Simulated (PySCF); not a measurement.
CH₇ClN₂Si. Atoms are numbered in the order given.

```xyz
12

N     -2.2124    -1.2264     0.7463
C     -1.5236    -0.3307    -0.1772
Si     0.2215     0.0965     0.3784
N      1.1029    -1.3742     0.5482
Cl     1.0575     1.4364    -0.9982
H     -2.3786    -0.7589     1.6358
H     -1.6167    -2.0253     0.9611
H     -2.1133     0.5904    -0.3174
H     -1.4812    -0.7898    -1.1818
H      0.2543     0.7610     1.7113
H      1.9362    -1.3863     1.1267
H      1.2289    -1.9734    -0.2618
```
Charge 0, spin multiplicity 1.

Coordinates come from a PBE0-D3(BJ)/def2-SVP optimisation. The structure was generated by enumeration; whether it is a known compound was not checked. One conformer was computed; it need not be the lowest.

Method: PySCF 2.14.0 with PBE0-D3(BJ)/def2-SVP.

Frequencies are harmonic and unscaled.

Question: List the normal modes with their intensities. (The exact figures need the calculation; the answer reports its results.)

Answer: 
```
mode  ν (cm⁻¹)  IR (km/mol)  moving atoms (share of kinetic energy)
----  --------  -----------  --------------------------------------
1           95          1.3          N 34 %, H 33 %, C 16 %, Si 9 %
2          120          5.3        N 38 %, Cl 21 %, Si 20 %, H 15 %
3          196          2.6          H 53 %, N 23 %, Si 10 %, C 9 %
4          229         12.7        H 37 %, N 34 %, Si 13 %, Cl 11 %
5          265         39.6                 H 57 %, N 18 %, Cl 13 %
6          304         22.4                  H 68 %, N 10 %, Si 9 %
7          347         15.4                 H 56 %, N 17 %, Cl 13 %
8          478         94.4                  H 62 %, N 26 %, Cl 8 %
9          541        185.7                Si 46 %, Cl 27 %, H 18 %
10         635         22.0                          H 85 %, C 11 %
11         698         52.8          C 45 %, H 24 %, Si 22 %, N 8 %
12         800         24.4                  H 70 %, C 14 %, N 11 %
13         827        127.7                                  H 87 %
14         878         97.0                 N 37 %, H 35 %, Si 26 %
15         886        211.6                          H 68 %, N 25 %
16         924        134.5                 H 67 %, Si 19 %, N 13 %
17        1078         11.8                                  H 92 %
18        1115          4.7                  C 41 %, N 32 %, H 27 %
19        1266          1.3                          H 71 %, C 27 %
20        1365          0.6                   H 82 %, N 10 %, C 8 %
21        1421          7.1                                  H 93 %
22        1549         49.2                          H 90 %, N 10 %
23        1644         21.0                                  H 92 %
24        2252        116.6                                  H 97 %
25        3051         13.7                                  H 94 %
26        3116          6.2                           H 91 %, C 9 %
27        3532          1.7                                  H 96 %
28        3600         35.6                                  H 96 %
29        3615          5.3                           H 92 %, N 8 %
30        3697         39.4                           H 91 %, N 9 %
```
